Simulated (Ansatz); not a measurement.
Relaxation of F2H3O3Zr (9 atoms, charge 0, multiplicity 2), to a largest force component of 0.03 eV/Å in at most 50 steps.

The calculation used UKS PBE0/def2-SVP (Ansatz).

```xyz
9
Properties=species:S:1:pos:R:3:forces:R:3
Zr -0.065 -0.027 0.130 0.08 0.19 0.60
F 0.207 0.598 1.968 -0.09 -0.22 -0.44
O 1.652 -0.273 -0.681 0.01 -0.01 -0.01
H 2.467 -0.412 -1.160 0.00 0.00 0.00
O -1.053 1.318 -0.808 0.00 0.00 -0.01
H -1.541 1.944 -1.341 0.00 0.00 -0.01
O -1.038 -1.677 0.143 -0.01 -0.01 -0.02
H -1.515 -2.497 0.034 0.01 0.01 0.02
F -0.206 -0.622 3.915 0.02 0.04 -0.13
```

Problem. Where does it end, and by what steps?

Solution. It converged. After 13 steps the energy has fallen by 0.545 eV; F9 moved furthest, 1.47 Å. Joined: Zr1–F9 (3.83 → 2.13 Å).

| step | energy less start (eV) | largest force component (eV/Å) | accepted |
| --- | --- | --- | --- |
| 0 | 0.0000 | 0.599 | yes |
| 1 | -0.0172 | 0.102 | yes |
| 2 | -0.0323 | 0.202 | yes |
| 3 | -0.0486 | 0.112 | yes |
| 4 | -0.0661 | 0.116 | yes |
| 5 | -0.0890 | 0.141 | yes |
| 6 | -0.1385 | 0.255 | yes |
| 7 | -0.2556 | 0.396 | yes |
| 8 | -0.4280 | 0.392 | yes |
| 9 | -0.4901 | 0.725 | yes |
| 10 | -0.5064 | 0.539 | yes |
| 11 | -0.5309 | 0.485 | yes |
| 12 | -0.5434 | 0.299 | yes |
| 13 | -0.5446 | 0.014 | yes |

```xyz
9
Properties=species:S:1:pos:R:3
Zr -0.092 -0.140 0.415
F 0.115 1.264 1.995
O 1.658 -0.381 -0.314
H 2.379 -0.542 -0.921
O -1.012 1.172 -0.636
H -1.511 1.868 -1.060
O -1.108 -1.740 0.138
H -1.635 -2.536 0.101
F 0.115 -0.613 2.480
```

Whether the end is a true minimum wasn't checked by a vibrational analysis.

Time of the run: 66 s on 4 threads of Arm Neoverse V1 (shared host), peak memory 0.41 GiB.
